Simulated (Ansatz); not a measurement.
`BC1=CB1` + `CC(C)C` → `BC(C)C` + `CC1=CB1` at 298.15 K and 1 bar (formal exchange of groups at a B–C bond).

Gas-phase electronic energies from Ansatz, PBE0-D4/def2-TZVP geometries. CCSD(T)/CBS adds triple-zeta CCSD(T) − MP2 to the extrapolated MP2 energy (def2 sets, frozen cores).

| species | CCSD(T)/CBS energy (Eh) | H − E (kJ/mol) | S (J/(mol·K)) |
| --- | --- | --- | --- |
| `BC1=CB1` | -128.02582 | 155.4 | 277.1 |
| `CC(C)C` | -158.24397 | 362.7 | 292.8 |
| `BC(C)C` | -144.34943 | 314.8 | 307.5 |
| `CC1=CB1` | -141.90193 | 199.5 | 287.7 |

H − E and S are ideal-gas, rigid-rotor, harmonic terms from PBE0-D4/def2-TZVP. 1 Eh = 2625.50 kJ/mol, R = 8.31446 J/(mol·K).

Q: By hand: ΔE, ΔH, ΔS and ΔG.

A: ΔE = (-144.34943) + (-141.90193) − (-128.02582) − (-158.24397) = 0.01843 Eh = 48.4 kJ/mol. Δ(H − E) = 314.8 + 199.5 − 155.4 − 362.7 = -3.8, so ΔH = 44.6 kJ/mol. ΔS = 307.5 + 287.7 − 277.1 − 292.8 = 25.3 J/(mol·K). ΔG = 44.6 − 298.15 × (25.3)/1000 = 37.1 kJ/mol.

Q: By hand: the equilibrium constant, and the temperature at which ΔG would vanish if ΔH and ΔS stayed fixed.

A: log₁₀ K = −ΔG/(RT ln 10) = -6.5. ΔG = 0 at ΔH/ΔS = 1763 K.

ΔH outweighs TΔS. A doubt of 5 kJ/mol in ΔE shifts log₁₀ K by 0.9 here. These are equilibria of isolated gas molecules and say nothing of rates. Largest T1 diagnostic: 0.013 (customary marks: 0.02 for closed shells, 0.045 for open ones).
